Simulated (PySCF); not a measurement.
Job file and geometry (Å, from GFN2-xTB) of an NMR shielding run on `C#CCC1=C[SiH2]C=C(Cl)C1`, C₈H₉ClSi, GIAO PBE0/pcSseg-1 NMR shielding, non-relativistic, gas phase in PySCF; density fitting, a coarse starting grid and PySCF grid level 2 are the driver's defaults:

```
$ OMP_NUM_THREADS=1 python probes_run.py task.json out

{"job": {"kind": "nmr", "xc": "PBE0", "basis": "pcSseg-1"}, "charge": 0, "multiplicity": 1}
C      3.349203     0.232023     1.227850
C      2.666039    -0.208096     0.349749
C      1.807164    -0.720436    -0.701743
C      0.382939    -0.243992    -0.508564
C     -0.197030     0.588619    -1.366958
Si    -1.940364     1.228879    -1.159195
C     -2.439000     0.437067     0.462090
C     -1.618543    -0.370970     1.109343
Cl    -2.120822    -1.094248     2.628746
C     -0.242098    -0.807178     0.735048
H      3.962936     0.610901     1.989291
H      1.843921    -1.815127    -0.680063
H      2.191863    -0.381820    -1.666908
H      0.378275     0.916711    -2.223690
H     -1.975358     2.694663    -1.065967
H     -2.824232     0.787174    -2.247491
H     -3.411752     0.640137     0.883459
H      0.427512    -0.582818     1.575371
H     -0.250455    -1.902239     0.652170
```

Q: Write the output of this run.

A: 
```
coarse grid: 17520 points
cycle   1  E = -1059.0095566953  dE =  1.468e+00  |g| = 5.363e-01  |ddm| = 4.397e+00
cycle   2  E = -1058.9722181669  dE =  3.734e-02  |g| = 6.641e-01  |ddm| = 1.178e+00
cycle   3  E = -1059.0758893305  dE = -1.037e-01  |g| = 1.724e-01  |ddm| = 7.036e-01
cycle   4  E = -1059.0835551873  dE = -7.666e-03  |g| = 4.537e-02  |ddm| = 2.158e-01
cycle   5  E = -1059.0839313823  dE = -3.762e-04  |g| = 2.611e-02  |ddm| = 6.241e-02
cycle   6  E = -1059.0840946720  dE = -1.633e-04  |g| = 5.638e-03  |ddm| = 2.333e-02
cycle   7  E = -1059.0841019890  dE = -7.317e-06  |g| = 1.938e-03  |ddm| = 7.402e-03
final grid: 161688 points
cycle   8  E = -1059.1453220276  dE = -4.497e-05  |g| = 8.874e-03  |ddm| = 4.850e-02
cycle   9  E = -1059.1453081547  dE =  1.387e-05  |g| = 1.131e-02  |ddm| = 2.464e-02
cycle  10  E = -1059.1453423258  dE = -3.417e-05  |g| = 1.852e-03  |ddm| = 1.544e-02
cycle  11  E = -1059.1453430699  dE = -7.441e-07  |g| = 5.226e-04  |ddm| = 2.154e-03
cycle  12  E = -1059.1453431337  dE = -6.376e-08  |g| = 1.518e-04  |ddm| = 5.993e-04
cycle  13  E = -1059.1453431392  dE = -5.495e-09  |g| = 5.455e-05  |ddm| = 2.000e-04
cycle  14  E = -1059.1453431398  dE = -5.971e-10  |g| = 2.655e-05  |ddm| = 6.076e-05
converged SCF energy = -1059.1453431398

GIAO shielding tensors (ppm)
atom      isotropic    diamagn.    paramagn.     s11        s22        s33       span
  0 C      108.926     257.030    -148.104     35.946     42.143    248.690    212.744
  1 C      100.844     265.564    -164.720      1.989      5.930    294.614    292.625
  2 C      151.669     244.152     -92.483    133.266    146.532    175.210     41.944
  3 C       26.294     260.452    -234.158    -98.402     29.593    147.690    246.092
  4 C       66.142     257.487    -191.345    -34.346     62.931    169.842    204.188
  5 Si     414.571     881.560    -466.989    392.365    405.361    445.987     53.622
  6 C       66.460     258.145    -191.685    -33.268     66.636    166.011    199.279
  7 C       28.737     254.574    -225.837    -84.004     70.405     99.810    183.814
  8 Cl     609.330    1145.169    -535.838    393.983    449.559    984.450    590.467
  9 C      142.987     249.655    -106.669    121.056    136.888    171.016     49.960
 10 H       30.147      34.153      -4.006     24.836     25.330     40.275     15.438
 11 H       28.722      27.094       1.628     25.630     27.334     33.201      7.571
 12 H       28.605      28.435       0.170     24.087     28.275     33.453      9.366
 13 H       25.787      32.308      -6.521     23.950     24.493     28.918      4.967
 14 H       26.911      28.847      -1.936     24.030     24.390     32.311      8.281
 15 H       26.918      28.490      -1.572     23.948     24.370     32.434      8.486
 16 H       25.517      29.236      -3.718     22.803     24.337     29.412      6.610
 17 H       27.800      30.857      -3.057     21.731     28.721     32.947     11.216
 18 H       28.810      29.989      -1.179     24.111     30.332     31.987      7.877
```

Q: Turn these shieldings into chemical shifts. Scale: $^{13}$C (σ = 186.93 ppm), $^{29}$Si (σ = 349.16 ppm), $^{1}$H (σ = 31.72 ppm) vs TMS; HCl for $^{35}$Cl (σ = 949.78 ppm) (reference shieldings calculated alike).

A: Averaging equivalent atoms: C 3: 160.6; C 7: 158.2; C 4: 120.8; C 6: 120.5; C 1: 86.1; C 0: 78.0; C 9: 43.9; C 2: 35.3; Si 5: -65.4; Cl 8: 340; H 16: 6.20; H 13: 5.93; H 14/15: 4.80; H 17/18: 3.41; H 11/12: 3.05; H 10: 1.57 ppm. 

Size and cost of the density-fitted run: 229 basis functions, 85 s wall time on 1 thread of an Arm Neoverse N1, shared host; peak memory 1.1 GiB.
